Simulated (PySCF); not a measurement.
This PySCF input asks for the NMR shieldings of `CN(C)[P@+](C)(N)C[SiH3]`, [C$_{4}$H$_{16}$N$_{2}$PSi]+; the geometry comes from GFN2-xTB.

```python
import basis_set_exchange as bse
import numpy as np
from pyscf import gto, dft
from pyscf.prop import nmr

atoms = """
C     1.314878   -1.214478    1.137787
N     1.243916   -0.156081    0.137948
C     2.022137   -0.459449   -1.056011
P    -0.137825    0.739593    0.011088
C     0.282063    2.203552   -0.990157
N    -0.474530    1.133859    1.575334
C    -1.627862   -0.030568   -0.659165
Si   -2.287798   -1.574148    0.306507
H     2.327696   -1.242187    1.541565
H     1.089385   -2.192942    0.708890
H     0.618202   -1.012835    1.947280
H     3.063791   -0.593880   -0.762351
H     1.971598    0.362564   -1.765308
H     1.685092   -1.376437   -1.546825
H     1.255075    2.586689   -0.683951
H    -0.476427    2.965102   -0.808484
H     0.292473    1.980819   -2.054155
H    -1.371977    1.565002    1.750063
H     0.273971    1.586789    2.086175
H    -2.393888    0.744912   -0.691086
H    -1.405733   -0.301323   -1.692481
H    -2.308743   -1.220461    1.724460
H    -1.353506   -2.666181    0.039819
H    -3.613723   -1.808147   -0.249386
"""
names = dict.fromkeys(["C", "N", "P", "Si", "H"], "pcSseg-1")
basis = {el: gto.basis.parse(bse.get_basis(n, elements=[el], fmt="nwchem")) for el, n in names.items()}
mol = gto.M(atom=atoms, basis=basis, charge=1, verbose=0)
mf = dft.RKS(mol, xc="PBE0")
mf.grids.level = 2
mf.grids.alignment = dft.numint.BLKSIZE   # the property module wants whole blocks of grid points
mf.conv_tol = 1e-9
mf.kernel()

calc = nmr.RKS(mf)   # GIAO
C = mf.mo_coeff
Co = C[:, mf.mo_occ > 0]
resp = mf.gen_response(singlet=True, hermi=2)
def vind(x):   # induced exchange potential for any number of trial vectors
    d = np.einsum("pi,xij,qj->xpq", C, 2 * x.reshape(-1, C.shape[1], Co.shape[1]), Co, optimize=True)
    return np.einsum("xpq,pi,qj->xij", resp(d - d.transpose(0, 2, 1)), C, Co, optimize=True).ravel()
mo1, _ = nmr.rhf.solve_mo1(calc, with_cphf=vind)
sigma = calc.kernel(mo1)
for i, s in enumerate(sigma):   # ppm
    w = np.linalg.eigvalsh((s + s.T) / 2)
    print("%2d %-2s iso %8.1f  s11 %8.1f  s22 %8.1f  s33 %8.1f" % (i, mol.atom_pure_symbol(i), w.mean(), *w))
```

Question: Give the expected output.

Answer: 
```
 0 C  iso    148.8  s11    122.6  s22    138.3  s33    185.5
 1 N  iso    219.1  s11    188.9  s22    221.4  s33    246.9
 2 C  iso    149.7  s11    124.8  s22    136.5  s33    187.8
 3 P  iso    261.5  s11    225.1  s22    244.2  s33    315.2
 4 C  iso    164.1  s11    147.0  s22    154.4  s33    190.8
 5 N  iso    222.6  s11    184.4  s22    235.8  s33    247.6
 6 C  iso    175.2  s11    160.5  s22    169.6  s33    195.7
 7 Si iso    424.0  s11    412.1  s22    418.5  s33    441.5
 8 H  iso     28.7  s11     23.8  s22     25.8  s33     36.6
 9 H  iso     29.1  s11     24.6  s22     27.2  s33     35.5
10 H  iso     27.9  s11     22.8  s22     28.3  s33     32.5
11 H  iso     28.5  s11     23.9  s22     25.4  s33     36.3
12 H  iso     29.0  s11     23.3  s22     28.9  s33     34.8
13 H  iso     29.0  s11     24.3  s22     27.1  s33     35.8
14 H  iso     29.6  s11     25.3  s22     27.2  s33     36.3
15 H  iso     29.7  s11     25.7  s22     27.3  s33     36.1
16 H  iso     29.4  s11     25.4  s22     27.3  s33     35.4
17 H  iso     29.8  s11     22.9  s22     26.2  s33     40.4
18 H  iso     29.6  s11     22.6  s22     25.7  s33     40.4
19 H  iso     30.4  s11     25.2  s22     28.9  s33     37.2
20 H  iso     30.2  s11     25.8  s22     28.8  s33     36.2
21 H  iso     27.2  s11     23.1  s22     27.3  s33     31.3
22 H  iso     27.4  s11     23.2  s22     27.1  s33     31.9
23 H  iso     27.3  s11     23.2  s22     24.7  s33     33.9
```

These numbers come from an equivalent density-fitted implementation of the same equations, which agrees with the script to about 0.01 ppm for H and up to a few tenths of a ppm for heavy atoms, so last digits may differ.

Question: Turn these shieldings into chemical shifts. Referencing at the same level of theory: TMS for 13C (186.93 ppm), 29Si (349.16 ppm), 1H (31.72 ppm); NH3 for 15N (267.73 ppm); 31P (318.38 ppm) vs H3PO4.

Answer: Averaging equivalent atoms: C 0/2: 37.7; C 4: 22.9; C 6: 11.7; N 1: 48.7; N 5: 45.1; P 3: 56.9; Si 7: -74.9; H 21/22/23: 4.42; H 8/9/10/11/12/13: 3.01; H 14/15/16: 2.15; H 17/18: 2.03; H 20: 1.48; H 19: 1.31 ppm. Experimental scales use liquid or dissolved standards, which lie at an offset from isolated NH3 (liquid NH3: subtract about 20 ppm) and H3PO4.

Size and cost of the density-fitted run: 230 basis functions, 40 s wall time on 1 thread of an Arm Neoverse V2, shared host; peak memory 1.1 GiB.
